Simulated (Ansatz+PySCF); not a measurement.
The numbers below are computed, except where a source is named.
**Several solutions for singlet ZrF₄**

```xyz
5

Zr    0.0000    0.0000    0.0000
F     1.0942    1.0942    1.0942
F     1.0942   -1.0942   -1.0942
F    -1.0942    1.0942   -1.0942
F    -1.0942   -1.0942    1.0942
```

Basis set: def2-SVP (spherical functions, with the set's core potentials past Kr). Charge 0, multiplicity 1.

CASSCF(2,2) was run from several starts with Ansatz (development build ahead of 0.2.0) and PySCF 2.14.0. The starts are those of the Hartree–Fock orbitals from which the active space was taken at the frontier.

```json
{"run": "A", "program": "Ansatz", "start": "stability test followed", "converged": "yes", "energy (hartree)": "-444.31435", "<S²>": "0.00"}
{"run": "B", "program": "PySCF", "start": "program defaults", "converged": "yes", "energy (hartree)": "-444.29867", "<S²>": "0.00"}
{"run": "C", "program": "Ansatz", "start": "atomic start, no search", "converged": "yes", "energy (hartree)": "-444.31435", "<S²>": "0.00"}
{"run": "D", "program": "Ansatz", "start": "search for the lowest state", "converged": "yes", "energy (hartree)": "-444.31435", "<S²>": "0.00"}
```

(1) Which runs reached the lowest solution of this kind, and what is wrong with the others?

## Answers

(1) A, C, D reached the lowest solution found. Converged but too high: B by 0.43 eV. Convergence only shows a stationary point; in CASSCF the end hangs on which orbitals enter the active space. Caution: other spin multiplicities were not run. Caution: other starts end on other solutions of this active space.
